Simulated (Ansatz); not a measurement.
The cluster Ti₂S⁺, relaxed as a doublet with UKS r2SCAN-D4/def2-TZVP in Ansatz, starting from the GFN1-xTB geometry. Force threshold 0.02 eV/Å.

The charge 1 doublet is spin-contaminated (final ⟨S²⟩ up to 2.20, 0.75 for a pure state). The relaxation made no stability test and no search for a lower SCF solution. No other spin state of charge 1 was run. The structure comes from a short search, and lower isomers may exist.

Start:

```xyz
3

Ti   -0.750   -1.138   -0.607
Ti    0.711    1.051   -0.685
S     0.039    0.086    1.292
```

```csv
step,energy (eV),largest force component (eV/Å),SCF passes
1,-57056.1340,1.518,102
2,-57056.2532,0.160,50
3,-57056.2565,0.062,45
4,-57056.2573,0.014,45
5,-57056.2573,0.003,30
```

Force components are those of the run's own axes.

End:

```xyz
3

Ti   -0.775   -1.174   -0.569
Ti    0.730    1.082   -0.627
S     0.045    0.093    1.196
```

By distances, no bond broke or formed. The bond that changes most is Ti2–S3, from 2.30 to 2.18 Å (atoms count from 1). The end is the same structure that another start reached, the lowest one found.

The force fell under the threshold at step 4, but the optimiser went on. No frequencies were taken in this run, so the end may be a saddle point.

It took 25 s on 4 threads of Arm Neoverse V2 on a shared host.
